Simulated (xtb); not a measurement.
Input for xtb: GFN1-xTB on CHIO2 (a complex).

```
$ xtb mol.xyz --gfn 1 --sp --chrg 0 --uhf 0
5

O      0.84135829    -1.00494699     0.23470781
C      0.16523511    -0.10610626    -0.04979978
O     -0.50926708     0.78928589    -0.34431407
I      0.00233318     0.55795963     3.58944572
H      0.95123471    -0.74929207     3.60941236
```

It printed:

```
[...]
           -------------------------------------------------
          |                Calculation Setup                |
           -------------------------------------------------



molecular fragmentation (1/2 indicates fragments):
11122
# atoms in fragment 1/2:     3     2
 fragment masses (1/2) :       44.01      127.91
CMA distance (Bohr)    :   7.001
constraining FC (au)   :  0.0500

           -------------------------------------------------
          |                 G F N 1 - x T B                 |
           -------------------------------------------------

        Reference                      10.1021/acs.jctc.7b00118
      * Hamiltonian:
        H0-scaling (s, p, d)           1.850000    2.250000    2.000000
        zeta-weighting                 0.000000
      * Dispersion:
        s8                             2.400000
        a1                             0.630000
        a2                             5.000000
        s9                             0.000000
      * Repulsion:
        kExp                           1.500000
        rExp                           1.000000
      * Coulomb:
        alpha                          2.000000
        third order                    atomic
        anisotropic                    false
      * Halogen bond correction:
        rad-scale                      1.300000
        damping                        0.440000


          ...................................................
          :                      SETUP                      :
          :.................................................:
          :  # basis functions                  24          :
          :  # atomic orbitals                  23          :
          :  # shells                           11          :
          :  # electrons                        24          :
          :  # halogen bonds                     2          :
          :  max. iterations                   250          :
          :  Hamiltonian                  GFN1-xTB          :
          :  restarted?                      false          :
          :  GBSA solvation                  false          :
          :  PC potential                    false          :
          :  electronic temp.          300.0000000     K    :
          :  accuracy                    1.0000000          :
          :  -> integral cutoff          0.2500000E+02      :
          :  -> integral neglect         0.1000000E-07      :
          :  -> SCF convergence          0.1000000E-05 Eh   :
          :  -> wf. convergence          0.2000000E-04 e    :
          :  Broyden damping             0.4000000          :
          :  net charge                          0          :
          :  unpaired electrons                  0          :
          ...................................................

 iter      E             dE          RMSdq      gap      omega  full diag
   1    -16.0192566 -0.160193E+02  0.719E+00    6.23       0.0  T
   2    -16.1499143 -0.130658E+00  0.412E+00    5.54       1.0  T
   3    -16.1603160 -0.104017E-01  0.226E+00    5.19       1.0  T
   4    -16.1613753 -0.105926E-02  0.285E-01    3.77       1.0  T
   5    -16.1618194 -0.444073E-03  0.666E-02    3.87       1.0  T
   6    -16.1618430 -0.236075E-04  0.902E-03    3.86       5.0  T
   7    -16.1618429  0.954911E-07  0.731E-03    3.86       6.1  T
   8    -16.1618432 -0.347276E-06  0.731E-04    3.87      61.2  T
   9    -16.1618432 -0.297988E-08  0.780E-05    3.87     573.4  T
  10    -16.1618432 -0.318465E-10  0.291E-07    3.87  100000.0  T

   *** convergence criteria satisfied after 10 iterations ***

         #    Occupation            Energy/Eh            Energy/eV
      -------------------------------------------------------------
         1        2.0000           -0.8998359             -24.4858
       ...           ...                  ...                  ...
         6        2.0000           -0.7178958             -19.5349
         7        2.0000           -0.6604839             -17.9727
         8        2.0000           -0.6011264             -16.3575
         9        2.0000           -0.6010307             -16.3549
        10        2.0000           -0.5201409             -14.1538
        11        2.0000           -0.4116050             -11.2003
        12        2.0000           -0.4114643             -11.1965 (HOMO)
        13                         -0.2692941              -7.3279 (LUMO)
        14                         -0.2692605              -7.3270
        15                         -0.1895377              -5.1576
        16                         -0.0840481              -2.2871
        17                         -0.0623006              -1.6953
       ...                                ...                  ...
        23                          1.4596293              39.7185
      -------------------------------------------------------------
                  HL-Gap            0.1421702 Eh            3.8686 eV
             Fermi-level           -0.3403792 Eh           -9.2622 eV

 SCC (total)                   0 d,  0 h,  0 min,  0.003 sec
 SCC setup                      ...        0 min,  0.000 sec (  2.313%)
 Dispersion                     ...        0 min,  0.000 sec (  1.113%)
 classical contributions        ...        0 min,  0.000 sec (  0.605%)
 integral evaluation            ...        0 min,  0.001 sec ( 24.900%)
 iterations                     ...        0 min,  0.001 sec ( 34.104%)
 molecular gradient             ...        0 min,  0.001 sec ( 34.099%)
 printout                       ...        0 min,  0.000 sec (  2.652%)

         :::::::::::::::::::::::::::::::::::::::::::::::::::::
         ::                     SUMMARY                     ::
         :::::::::::::::::::::::::::::::::::::::::::::::::::::
         :: total energy             -16.039290216683 Eh    ::
         :: gradient norm              0.060728738673 Eh/a0 ::
         :: HOMO-LUMO gap              3.868647478887 eV    ::
         ::.................................................::
         :: SCC energy               -16.161843214183 Eh    ::
         :: -> electrostatic           0.072992516881 Eh    ::
         :: repulsion energy           0.123912101751 Eh    ::
         :: dispersion energy         -0.001328318260 Eh    ::
         :: halogen bond corr.        -0.000030785991 Eh    ::
         :: add. restraining           0.000000000000 Eh    ::
         :: total charge              -0.000000000000 e     ::
         :::::::::::::::::::::::::::::::::::::::::::::::::::::

           -------------------------------------------------
          |                Property Printout                |
           -------------------------------------------------

    * Orbital Energies and Occupations

         #    Occupation            Energy/Eh            Energy/eV
      -------------------------------------------------------------
         1        2.0000           -0.8998359             -24.4858
         2        2.0000           -0.8858320             -24.1047
         3        2.0000           -0.8678362             -23.6150
         4        2.0000           -0.7255671             -19.7437
         5        2.0000           -0.7179255             -19.5357
         6        2.0000           -0.7178958             -19.5349
         7        2.0000           -0.6604839             -17.9727
         8        2.0000           -0.6011264             -16.3575
         9        2.0000           -0.6010307             -16.3549
        10        2.0000           -0.5201409             -14.1538
        11        2.0000           -0.4116050             -11.2003
        12        2.0000           -0.4114643             -11.1965 (HOMO)
        13                         -0.2692941              -7.3279 (LUMO)
Note: The following floating-point exceptions are signalling: IEEE_DENORMAL
normal termination of xtb
        14                         -0.2692605              -7.3270
        15                         -0.1895377              -5.1576
        16                         -0.0840481              -2.2871
        17                         -0.0623006              -1.6953
        18                         -0.0621537              -1.6913
        19                         -0.0617618              -1.6806
        20                         -0.0599192              -1.6305
        21                          0.2374831               6.4622
        22                          0.5544860              15.0883
        23                          1.4596293              39.7185
      -------------------------------------------------------------
                  HL-Gap            0.1421702 Eh            3.8686 eV
             Fermi-level           -0.3403792 Eh           -9.2622 eV

  Mulliken/CM5 charges         n(s)   n(p)   n(d)
     1O    -0.37592 -0.41834   1.714  4.661  0.000
     2C     0.74381  0.82606   0.914  2.342  0.000
     3O    -0.37081 -0.41271   1.714  4.657  0.000
     4I    -0.07602 -0.10683   1.984  5.094 -0.003
     5H     0.07894  0.11182   0.921  0.000  0.000

Wiberg/Mayer (AO) data.
largest (>0.10) Wiberg bond orders for each atom

 ---------------------------------------------------------------------------
     #   Z sym  total        # sym  WBO       # sym  WBO       # sym  WBO
 ---------------------------------------------------------------------------
     1   8 O    2.239 --     2 C    1.919     3 O    0.318
     2   6 C    3.848 --     3 O    1.926     1 O    1.919
     3   8 O    2.245 --     2 C    1.926     1 O    0.318
     4  53 I    1.002 --     5 H    0.995
     5   1 H    0.996 --     4 I    0.995
 ---------------------------------------------------------------------------

Topologies differ in total number of bonds
Writing topology from bond orders to xtbtopo.mol

 dipole moment from electron density (au)
     X       Y       Z
   0.0388  -0.0516   0.0165  total (Debye):    0.169


           -------------------------------------------------
          | TOTAL ENERGY              -16.039290216683 Eh   |
          | GRADIENT NORM               0.060728738673 Eh/α |
          | HOMO-LUMO GAP               3.868647478887 eV   |
           -------------------------------------------------

------------------------------------------------------------------------
------------------------------------------------------------------------
 total:
 SCF:
```

The run finished.

Cost: roughly 0.020 core-seconds.
